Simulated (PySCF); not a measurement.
Finite-field polarisability of Br⁻ (bromine, charge -1)

[Kr], closed-shell 1S. Computed with PySCF 2.14 in aug-cc-pVQZ-DK (8s7p5d3f2g, 93 functions), with scalar relativity by spin-free X2C-1e. Frozen: [Ar] 3d10. Energy changes in a uniform field (μhartree):

| axis | F (au) | HF | MP2 | CCSD | CCSD(T) |
| --- | --- | --- | --- | --- | --- |
| x | 0.0022 | -96.113 | -105.278 | -102.808 | -105.551 |
| x | 0.0044 | -384.685 | -421.424 | -411.535 | -422.535 |

(1) Derive α along x at CCSD(T) from the two fields.

(2) And the mean polarisability at each level?

The polarisability of an anion needs two sets of diffuse s and p functions; this basis lacks them, so these values show the method and not the converged property.

Results:

(1) With ΔE = −αF²/2 − γF⁴/24, α = −(16 ΔE(F) − ΔE(2F))/(6F²) = 43.60 bohr³.

(2) HF 39.71, MP2 43.49, CCSD 42.47, CCSD(T) 43.60 bohr³.
